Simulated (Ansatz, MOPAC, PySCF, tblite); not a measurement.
Dissociation curve of BH, singlet.

Methods: RKS-B3LYP/6-31G* = restricted B3LYP/6-31G*, spherical d in PySCF; GFN2-xTB, 300 K electronic temperature (tblite); PM3, restricted, heats of formation (MOPAC); FCI = full CI/cc-pVTZ, frozen core run with Ansatz (a first-principles code).

Energies relative to the lowest point of each curve near equilibrium, in kJ/mol; the last columns give the difference from FCI:

| R / Å | RKS-B3LYP/6-31G* | GFN2-xTB | PM3 | FCI | RKS-B3LYP/6-31G* − FCI | GFN2-xTB − FCI | PM3 − FCI |
|---|---|---|---|---|---|---|---|
| 0.98 | 103.6 | 66.3 | 53.2 | 95.4 | 8.2 | -29.1 | -42.2 |
| 1.06 | 43.0 | 17.2 | 16.0 | 38.4 | 4.6 | -21.2 | -22.4 |
| 1.12 | 17.5 | 2.7 | 3.4 | 14.9 | 2.7 | -12.2 | -11.5 |
| 1.17 | 5.7 | 0.0 | 0.0 | 4.4 | 1.4 | -4.4 | -4.4 |
| 1.22 | 0.6 | 3.2 | 1.4 | 0.2 | 0.4 | 3.0 | 1.2 |
| 1.24 | 0.0 | 5.7 | 3.0 | 0.0 | 0.0 | 5.7 | 3.0 |
| 1.26 | 0.2 | 8.8 | 5.1 | 0.5 | -0.3 | 8.3 | 4.6 |
| 1.32 | 4.4 | 21.0 | 13.9 | 5.6 | -1.2 | 15.4 | 8.4 |
| 1.38 | 12.9 | 36.2 | 25.7 | 14.8 | -1.8 | 21.4 | 11.0 |
| 1.44 | 24.6 | 53.4 | 40.1 | 26.9 | -2.3 | 26.4 | 13.2 |
| 1.54 | 48.5 | 85.0 | 69.3 | 51.3 | -2.8 | 33.6 | 18.0 |
| 1.64 | 75.5 | 119.2 | 105.1 | 78.5 | -2.9 | 40.7 | 26.6 |
| 1.87 | 141.0 | 199.9 | 203.8 | 141.9 | -0.9 | 58.0 | 61.8 |
| 2.05 | 190.8 | 260.3 | 281.8 | 187.5 | 3.3 | 72.9 | 94.3 |
| 2.21 | 232.1 | 309.7 | 345.1 | 222.9 | 9.2 | 86.8 | 122.2 |
| 2.49 | 296.6 | 383.7 | 443.0 | 272.2 | 24.4 | 111.5 | 170.8 |
| 2.78 | 352.1 | 442.4 | 527.9 | 306.5 | 45.6 | 135.9 | 221.4 |
| 3.05 | 394.3 | 481.8 | 591.8 | 325.9 | 68.4 | 155.9 | 265.9 |
| 3.35 | 432.0 | 511.2 | 647.8 | 337.7 | 94.3 | 173.6 | 310.1 |
| 3.79 | 473.1 | — | 707.7 | 345.1 | 128.1 | — | 362.6 |
| 4.35 | 506.3 | — | 757.6 | 347.8 | 158.5 | — | 409.8 |
| 4.97 | 525.9 | — | 792.4 | 348.5 | 177.4 | — | 443.9 |

RKS-B3LYP/6-31G* is furthest from FCI at 4.97 (177.4 kJ/mol, above); its mean absolute difference over the points is 33.6 kJ/mol.

GFN2-xTB is furthest from FCI at 3.35 (173.6 kJ/mol, above); its mean absolute difference over the points is 53.5 kJ/mol.

PM3 is furthest from FCI at 4.97 (443.9 kJ/mol, above); its mean absolute difference over the points is 119.5 kJ/mol.

A dash means that the run gave no value there, or that the column was ended at a point which the program doubted or which failed a test of continuity chosen for this set; such a test can also cut sound points.

The restricted form behind RKS-B3LYP/6-31G*, PM3 keeps the bonding electrons paired and can't separate into open-shell fragments.
